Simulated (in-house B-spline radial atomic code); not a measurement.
Checks on a self-consistent run for the zirconium ion Zr⁶⁺, [Ar] (3d3/2)3 (3d5/2)6 4s2 (4p3/2)4 (4d5/2)1. Method: Dirac-Hartree-Fock, average of the jj configuration, Fermi nucleus of rms radius 4.2694 fm. Calculated with an all-electron radial atomic-structure program (B-spline basis).

```csv
orbital,q,ε (Eh),<1/r>,<r²>,small-component weight
1s1/2,2,-669.70629,41.2595,0.0018517,0.021218
2s1/2,2,-99.02325,9.3729,0.0309331,0.0043377
2p1/2,2,-90.61710,9.31153,0.0235757,0.0043086
2p3/2,4,-87.53363,8.91197,0.0249675,0.0041799
3s1/2,2,-20.50358,3.2111,0.232707,0.0011551
3p1/2,2,-17.19868,3.08916,0.234207,0.0010883
3p3/2,4,-16.83593,3.01357,0.24196,0.0010691
3d3/2,3,-11.29741,2.80904,0.229622,0.00094865
3d5/2,6,-11.24536,2.78613,0.232985,0.00093998
4s1/2,2,-5.44579,1.19652,1.42968,0.00026867
4p3/2,4,-4.39844,1.08337,1.6937,0.00023195
4d5/2,1,-3.01135,0.895086,2.3902,0.00017023
```

Electron-electron repulsion V_ee = 1236.1001 hartree.

Question: What total energy follows from the eigenvalues?

Answer: The eigenvalues count the repulsion twice, so E = Σqε - V_ee = -2344.437 - 1236.100 = -3580.537 hartree; the run printed -3580.537.

Question: Does the Dirac virial theorem hold?

Answer: For a point nucleus E = -2c²Σq·w, with w the small-component weight. Here Σq·w = 0.095332 and c = 137.0360, so the ratio E/(-2c²Σq·w) is 1.000022; the finite nucleus accounts for the departure from 1.

Question: What diamagnetic shielding (Lamb formula) and susceptibility (Langevin formula) do the radii give?

Answer: σ = (α²/3)Σq<1/r> = 212.956/(3·137.036²) = 3780.1 ppm, and χ = -0.79199×10⁻⁶·Σq<r²> = -12.85×10⁻⁶ cm³/mol with Σq<r²> = 16.225 bohr². Both are non-relativistic formulas without the paramagnetism of open shells.
